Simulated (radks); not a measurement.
Charge is removed step by step from the 2s level of Ar, starting from [Ar]. Calculated with a radial shooting solver on a logarithmic mesh with Libxc functionals: scalar-relativistic Kohn-Sham, PBEsol, spin-unpolarised, spherical densities, finite nucleus; Fermi nuclear charge, rms radius 3.4274 fm.

| removed (e) | E - E(0) (eV) | eigenvalue (eV) | E minus straight line (eV) |
|---|---|---|---|
| 0 | 0.000 | -296.45 | 0.000 |
| 0.1 | 29.813 | -299.90 | -1.603 |
| 0.2 | 59.973 | -303.39 | -2.860 |
| 0.3 | 90.484 | -306.92 | -3.765 |
| 0.4 | 121.35 | -310.48 | -4.316 |
| 0.5 | 152.57 | -314.07 | -4.510 |
| 0.6 | 184.16 | -317.70 | -4.343 |
| 0.7 | 216.10 | -321.35 | -3.811 |
| 0.8 | 248.42 | -325.04 | -2.912 |
| 0.9 | 281.11 | -328.76 | -1.643 |
| 1 | 314.17 | -332.51 | 0.000 |

Removing the whole electron costs 314.17 eV by Delta-SCF, against 296.45 eV from minus the eigenvalue at the starting occupation. Slater's transition state (half an electron removed) gives 314.07 eV. Integrating minus the eigenvalue over the occupation (Janak's theorem) gives 314.21 eV. In this scalar-relativistic scheme the density is built from large components alone, so the theorem holds only approximately. The mean slope of the eigenvalue, de/dn, is 36.1 eV per electron.
